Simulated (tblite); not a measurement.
Isomers of C7H5FO2. Method: GFN2-xTB as coded in tblite; computed harmonic values from a numerical Hessian at the method's own geometry, unscaled. Errors from tens to a few hundred cm⁻¹ against measured bands are possible. One conformer each.

Electronic energies: GFN2-xTB at the same geometries; isomer energies are rough at this level and their order can be wrong.

| SMILES | electronic energy, lowest = 0 (kcal/mol) |
| --- | --- |
| O=C(O)c1cccc(F)c1 | 0.0 |
| C#CC1=COC(CF)=CO1 | 73.0 |
| O=C(O)c1ccccc1F | 2.4 |

Task: How do GFN2-xTB zero-point energies change the relative energies?

Result: 
```csv
SMILES,ZPE (kcal/mol),of it from modes above 1550 cm⁻¹,electronic (kcal/mol),"with ZPE, lowest = 0 (kcal/mol)",lowest mode (cm⁻¹),rings
O=C(O)c1cccc(F)c1,64.6,29.8,0.0,0.0,44,1
O=C(O)c1ccccc1F,64.7,29.7,2.4,2.4,14,1
C#CC1=COC(CF)=CO1,62.2,30.3,73.0,70.6,25,1
```

The zero-point energies span 2.5 kcal/mol, from `C#CC1=COC(CF)=CO1` to `O=C(O)c1ccccc1F`. The order is unchanged.
